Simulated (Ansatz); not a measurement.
Input for Ansatz (an electronic-structure program): R-B3LYP-D3(BJ)/def2-TZVP on C2H6Mg (SMILES [CH3][Mg][CH3]).

Ansatz 0.2 input:
```yaml
crystal:
  periodic: [false, false, false]
  atoms:
    - {symbol: Mg, position_ang: [0.09632460, -0.06462509, 0.10371724]}
    - {symbol: C, position_ang: [1.62828816, 0.23950658, -1.37063293]}
    - {symbol: H, position_ang: [2.39310287, -0.52299570, -1.34004413]}
    - {symbol: H, position_ang: [2.16179050, 1.20079684, -1.17106226]}
    - {symbol: H, position_ang: [1.24300828, 0.26909064, -2.36658504]}
    - {symbol: C, position_ang: [-1.62859394, -0.27828429, 1.34374768]}
    - {symbol: H, position_ang: [-2.25362445, -1.17729075, 1.08126530]}
    - {symbol: H, position_ang: [-2.31970182, 0.57675107, 1.23682529]}
    - {symbol: H, position_ang: [-1.37326498, -0.30973862, 2.36316481]}
basis:
  gaussian:
    orbitals: def2-TZVP
hamiltonian:
  xc: b3lyp
  dispersion: d3bj
relax: {f_tol: 0.003, max_steps: 120}
```

Output:

```
WARN ansatz: RAYON_NUM_THREADS=1 ignored (pool sized by the plan → 1); use --threads N
Functional definition: B3LYP
integrals: 0.05 GiB planned
912 factors; their error is unknown
mean field: 0.41 GiB planned
mean field evaluation 1: about -7601.1278 eV, gradient 8.3e1 eV
mean field evaluation 2: about -7585.3590 eV, gradient 1.0e2 eV
mean field evaluation 4: about -7617.5565 eV, gradient 9.5e-1 eV
mean field evaluation 8: about -7617.5566 eV, gradient 1.8e-2 eV
mean field evaluation 16: about -7617.5619 eV, gradient 5.2e-5 eV
mean field -7617.56190971 eV, -279.9402368129 hartree, gradient 5.2e-5 eV, S^2 0.000000; 0 other end points of the search recorded, 0 dependent functions left out
the calculation of the forces begins
reference -7617.56220803 eV, -279.9402477759 hartree; 15, 15 occupied and 115, 115 virtual orbitals, 912 factors
relax step   1: F+E_penalty+E_count = -7617.77505322 eV  Δ(F+E_penalty+E_count) = +0.000e0 eV  max|allowed force component| = 1.828e0 eV/Å  Δτ_max = 0.0000 Å  (25 SCF iters, accepted)
these checks for a lower state are left out or cut short: starts, cluster_reference, orbital_swaps, neighbouring_geometries, increment
integrals: 0.05 GiB planned
912 factors; their error is unknown
mean field: 0.41 GiB planned
mean field -7617.66276369 eV, -279.9439431283 hartree, gradient 8.1e-6 eV, S^2 0.000000; 0 other end points of the search recorded, 0 dependent functions left out
the calculation of the forces begins
reference -7617.66306118 eV, -279.9439540609 hartree; 15, 15 occupied and 115, 115 virtual orbitals, 912 factors
relax step   2: F+E_penalty+E_count = -7617.87759903 eV  Δ(F+E_penalty+E_count) = -1.025e-1 eV  max|allowed force component| = 5.941e-1 eV/Å  Δτ_max = 0.0792 Å  (28 SCF iters, accepted)
these checks for a lower state are left out or cut short: starts, cluster_reference, orbital_swaps, neighbouring_geometries, increment
integrals: 0.05 GiB planned
912 factors; their error is unknown
mean field: 0.41 GiB planned
mean field -7617.67377176 eV, -279.9443476673 hartree, gradient 7.3e-6 eV, S^2 0.000000; 0 other end points of the search recorded, 0 dependent functions left out
the calculation of the forces begins
reference -7617.67406936 eV, -279.9443586041 hartree; 15, 15 occupied and 115, 115 virtual orbitals, 912 factors
relax step   3: F+E_penalty+E_count = -7617.88896257 eV  Δ(F+E_penalty+E_count) = -1.136e-2 eV  max|allowed force component| = 3.071e-2 eV/Å  Δτ_max = 0.0466 Å  (29 SCF iters, accepted)
these checks for a lower state are left out or cut short: starts, cluster_reference, orbital_swaps, neighbouring_geometries, increment
integrals: 0.05 GiB planned
912 factors; their error is unknown
mean field: 0.41 GiB planned
mean field evaluation 32: about -7617.6723 eV, gradient 9.8e-3 eV
mean field -7617.67559765 eV, -279.9444147678 hartree, gradient 6.9e-6 eV, S^2 0.000000; 0 other end points of the search recorded, 0 dependent functions left out
the calculation of the forces begins
reference -7617.67589563 eV, -279.9444257183 hartree; 15, 15 occupied and 115, 115 virtual orbitals, 912 factors
relax step   4: F+E_penalty+E_count = -7617.89068197 eV  Δ(F+E_penalty+E_count) = -1.719e-3 eV  max|allowed force component| = 9.944e-3 eV/Å  Δτ_max = 0.0484 Å  (28 SCF iters, accepted)
these checks for a lower state are left out or cut short: starts, cluster_reference, orbital_swaps, neighbouring_geometries, increment
integrals: 0.05 GiB planned
912 factors; their error is unknown
mean field: 0.41 GiB planned
mean field -7617.67571589 eV, -279.9444191131 hartree, gradient 6.7e-6 eV, S^2 0.000000; 0 other end points of the search recorded, 0 dependent functions left out
the calculation of the forces begins
reference -7617.67601390 eV, -279.9444300646 hartree; 15, 15 occupied and 115, 115 virtual orbitals, 912 factors
relax step   5: F+E_penalty+E_count = -7617.89080977 eV  Δ(F+E_penalty+E_count) = -1.278e-4 eV  max|allowed force component| = 1.152e-3 eV/Å  Δτ_max = 0.0133 Å  (28 SCF iters, accepted)
these checks for a lower state are left out or cut short: starts, cluster_reference, orbital_swaps, neighbouring_geometries, increment
integrals: 0.05 GiB planned
912 factors; their error is unknown
mean field: 0.41 GiB planned
mean field -7617.67572717 eV, -279.9444195274 hartree, gradient 6.4e-6 eV, S^2 0.000000; 0 other end points of the search recorded, 0 dependent functions left out
the calculation of the forces begins
reference -7617.67602519 eV, -279.9444304795 hartree; 15, 15 occupied and 115, 115 virtual orbitals, 912 factors
relax step   6: F+E_penalty+E_count = -7617.89082188 eV  Δ(F+E_penalty+E_count) = -1.210e-5 eV  max|allowed force component| = 9.652e-4 eV/Å  Δτ_max = 0.0059 Å  (28 SCF iters, accepted)
integrals: 0.05 GiB planned
912 factors; their error is unknown
mean field: 0.41 GiB planned
mean field evaluation 64: about -7617.6757 eV, gradient 1.4e-3 eV
mean field -7617.67572717 eV, -279.9444195274 hartree, gradient 1.8e-5 eV, S^2 0.000000; 1 other end points of the search recorded, 0 dependent functions left out
the calculation of the forces begins
reference -7617.67602519 eV, -279.9444304795 hartree; 15, 15 occupied and 115, 115 virtual orbitals, 912 factors
Total energy: -7617.89111990 eV, -279.9523350643 hartree
Atom 0 at    -0.005772    -0.007446    -0.013200 Å, force    -0.000076    -0.000056     0.000001 eV/Å
Atom 1 at     1.601261     0.247049    -1.330246 Å, force    -0.000806    -0.000162     0.000122 eV/Å
Atom 2 at     2.338121    -0.555843    -1.231790 Å, force     0.000195    -0.000136     0.000015 eV/Å
Atom 3 at     2.127544     1.189543    -1.151316 Å, force     0.000294     0.000294    -0.000009 eV/Å
Atom 4 at     1.273335     0.255617    -2.374139 Å, force     0.000061     0.000008     0.000145 eV/Å
Atom 5 at    -1.612954    -0.261904     1.303680 Å, force     0.000965     0.000163    -0.000121 eV/Å
Atom 6 at    -2.187992    -1.163805     1.073056 Å, force    -0.000360    -0.000271    -0.000091 eV/Å
Atom 7 at    -2.308711     0.581637     1.263012 Å, force    -0.000285     0.000125    -0.000021 eV/Å
Atom 8 at    -1.277503    -0.351636     2.341338 Å, force     0.000011     0.000034    -0.000041 eV/Å
Dipole moment:     0.000042    -0.000001     0.000047 e Å
```

The calculation finished and met its thresholds.

Cost: roughly 30 core-seconds.
